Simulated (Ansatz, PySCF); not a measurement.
System: C3H8FGe, charge 0, multiplicity 2. SMILES: [CH2][Ge]([CH3])([CH3])[F]
Geometry from a B3LYP-D3(BJ)/def2-TZVP (Ansatz, an electronic-structure program) optimisation:
```xyz
13

C      0.9240     1.5771    -0.7110
Ge     0.0111     0.0217    -0.0286
C     -1.9137     0.0905    -0.3420
C      0.8728    -1.6449    -0.5654
F      0.1862     0.0728     1.7347
H      0.4204     2.5258    -0.8546
H      1.9843     1.5723    -0.9345
H     -2.3216     1.0195     0.0554
H     -2.1281     0.0403    -1.4101
H     -2.4011    -0.7475     0.1554
H      1.9260    -1.6247    -0.2867
H      0.3942    -2.4873    -0.0670
H      0.7969    -1.7832    -1.6445
```
Charge 0, spin multiplicity 2.

Property: size of the dipole moment, in D. Terms: dispersion terms only where a functional's name holds one; spin-orbit terms left out; six Cartesian d functions in 6-31G* and its kin unless marked 5d; LANL2DZ with its own core potentials from Na on; non-relativistic; open shells spin-unrestricted. Ab initio and DFT rows: single points at B3LYP-D3(BJ) geometries (Ansatz).

| level | program | size of the dipole moment (D) |
|---|---|---|
| SVWN5/6-31G* | Ansatz | 2.52 |
| SVWN5/6-31G* with LANL2DZ past Ar | Ansatz | 2.57 |
| PBE/STO-3G | Ansatz | 0.84 |
| PBE/3-21G | Ansatz | 2.28 |
| PBE/LANL2DZ | Ansatz | 3.01 |
| BLYP/6-31G* | Ansatz | 2.43 |
| BLYP/6-31G* with LANL2DZ past Ar | Ansatz | 2.48 |
| BP86/def2-SVP | PySCF | 2.45 |
| B3LYP/LANL2DZ | Ansatz | 3.15 |
| B3LYP/6-31G | Ansatz | 3.03 |
| B3LYP/6-31G* | Ansatz | 2.58 |
| B3LYP/def2-SVP | Ansatz | 2.59 |
| B3LYP/6-31G* with LANL2DZ past Ar | Ansatz | 2.63 |
| PBE0/6-31G* with LANL2DZ past Ar | Ansatz | 2.68 |

No value to compare with is used here. The 14 habitual levels span 0.84 (PBE/STO-3G) to 3.15 D (B3LYP/LANL2DZ).

The levels are drawn from those run, B3LYP/6-31G* more often than the rest, none by its result; left out are runs that failed, that the program found above a lower state of the same kind, or whose <S^2> lies over 0.5 above the pure value.
